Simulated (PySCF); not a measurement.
C5H12N2Si.
Atom-mapped SMILES: `[CH2:1]=[CH:2]/[CH:3]=[N:4]/[NH:5][SiH:6]([CH3:7])[CH3:8]` (hydrogens: H9, H10 on C1; H11 on C2; H12 on C3; H13 on N5; H14 on Si6; H15, H16, H17 on C7; H18, H19, H20 on C8)

Computed by this run: PBE0/6-31G* geometry optimisation, gas phase (PySCF 2.14.0); density fitting, grid level 1; the optimiser is geomeTRIC in internal coordinates, started from a GFN2-xTB structure.

Step 0: E = -16223.6827 eV
```
atom  x, y, z in Å  |  force x, y, z in eV/Å
C1      3.9492    0.0958    0.2199    0.184   0.068   0.090
C2      3.0507   -0.4268   -0.6112   -0.053  -0.046  -0.064
C3      1.6396   -0.4623   -0.3363   -0.026   0.236   0.436
N4      0.8466   -0.9894   -1.1835    0.037  -0.395  -0.806
N5     -0.4737   -1.0355   -0.9638   -0.075  -0.195  -0.211
Si6    -1.4363   -0.4161    0.3599   -0.662   0.604  -0.345
C7     -1.2717    1.4795    0.4857    0.010  -0.558   0.127
C8     -3.2020   -0.9222   -0.1025    0.545   0.085   0.186
H9      3.6577    0.5303    1.1623   -0.108   0.149   0.330
H10     5.0005    0.1071   -0.0087    0.341  -0.005  -0.100
H11     3.3483   -0.8607   -1.5553    0.087  -0.115  -0.241
H12     1.2909   -0.0336    0.6073   -0.032   0.090   0.200
H13    -0.9280   -1.5225   -1.7245   -0.078   0.038   0.051
H14    -1.0271   -1.0697    1.6146    0.119  -0.086   0.367
H15    -1.0874    1.7979    1.5079    0.062   0.084   0.329
H16    -2.1756    1.9810    0.1509   -0.295   0.057  -0.148
H17    -0.4501    1.8473   -0.1230    0.247   0.038  -0.188
H18    -3.5089   -0.4999   -1.0548   -0.031   0.194  -0.298
H19    -3.3059   -2.0003   -0.1682   -0.009  -0.376   0.005
H20    -3.9003   -0.5729    0.6501   -0.262   0.133   0.279
```

Step 1: E = -16223.7368 eV
```
atom  x, y, z in Å  |  force x, y, z in eV/Å
C1      3.9425    0.0903    0.2533    0.020   0.017   0.034
C2      3.0553   -0.4326   -0.6023    0.011  -0.025  -0.058
C3      1.6275   -0.4701   -0.3709   -0.016  -0.006   0.003
N4      0.8523   -0.9959   -1.2537    0.030   0.007  -0.011
N5     -0.4778   -1.0303   -1.0252   -0.088   0.038   0.018
Si6    -1.4365   -0.3908    0.3128    0.019  -0.038   0.281
C7     -1.2696    1.4821    0.4826   -0.042   0.030  -0.113
C8     -3.1951   -0.9363   -0.0600   -0.020   0.049  -0.098
H9      3.6311    0.5299    1.1991    0.008  -0.009  -0.015
H10     5.0068    0.0952    0.0383   -0.017   0.001   0.004
H11     3.3829   -0.8693   -1.5449   -0.003   0.010   0.018
H12     1.2537   -0.0493    0.5714   -0.010   0.001   0.019
H13    -0.9579   -1.4826   -1.7901    0.029  -0.020  -0.036
H14    -0.9810   -1.0163    1.5960    0.021  -0.003  -0.077
H15    -1.1424    1.7937    1.5252   -0.016  -0.053   0.003
H16    -2.1606    1.9871    0.0899    0.028   0.001  -0.012
H17    -0.4071    1.8528   -0.0831   -0.006  -0.008   0.013
H18    -3.5347   -0.5256   -1.0192   -0.024  -0.020   0.017
H19    -3.2869   -2.0273   -0.1038    0.035   0.017   0.004
H20    -3.8862   -0.5776    0.7116    0.041   0.010   0.005
```

**Question.** Estimate the geometry and energy of step 2. (The exact step hangs on the optimiser's Hessian estimate; all steps are aligned on step 1, rigid shifts and turns removed.)

**Answer.** E = -16223.7401 eV, largest force 0.082 eV/Å
```
atom  x, y, z in Å  |  force x, y, z in eV/Å
C1      3.9423    0.0785    0.2589    0.020  -0.004  -0.008
C2      3.0521   -0.4246   -0.6061    0.004   0.014   0.045
C3      1.6262   -0.4737   -0.3621    0.012  -0.023  -0.039
N4      0.8501   -0.9825   -1.2539   -0.011   0.014  -0.010
N5     -0.4801   -1.0236   -1.0242   -0.033  -0.010   0.000
Si6    -1.4333   -0.3877    0.3191   -0.008  -0.014   0.081
C7     -1.2776    1.4857    0.4668   -0.010   0.017  -0.050
C8     -3.1893   -0.9351   -0.0550   -0.017   0.018  -0.038
H9      3.6363    0.4887    1.2190   -0.004  -0.001  -0.003
H10     5.0045    0.0953    0.0368    0.004   0.001   0.002
H11     3.3743   -0.8330   -1.5624   -0.004   0.004   0.005
H12     1.2566   -0.0802    0.5943    0.000   0.007  -0.006
H13    -0.9566   -1.4772   -1.7911    0.016   0.008  -0.008
H14    -0.9657   -1.0107    1.5953    0.013  -0.004  -0.017
H15    -1.1545    1.7996    1.5088   -0.011   0.000   0.009
H16    -2.1686    1.9845    0.0680    0.011  -0.009  -0.008
H17    -0.4151    1.8551   -0.0989    0.013  -0.008   0.020
H18    -3.5371   -0.5298   -1.0129    0.003  -0.004   0.012
H19    -3.2733   -2.0263   -0.0941    0.003  -0.004   0.006
H20    -3.8748   -0.5759    0.7207    0.001  -0.002   0.009
```

The energy changes by -0.0033 eV. The first-order estimate −F·Δx gives -0.0059 eV and the mean of the old and new forces, exact on a quadratic surface, -0.0033 eV. The step makes an angle of 80° with the force vector and moves no atom by more than 0.046 Å.

What follows is the cost of the whole optimisation. Time: 2.6 min; peak memory 0.62 GiB. Hardware: Arm Neoverse V1, one thread, no GPU, shared host with 32 logical CPUs at a one-minute load of 10.
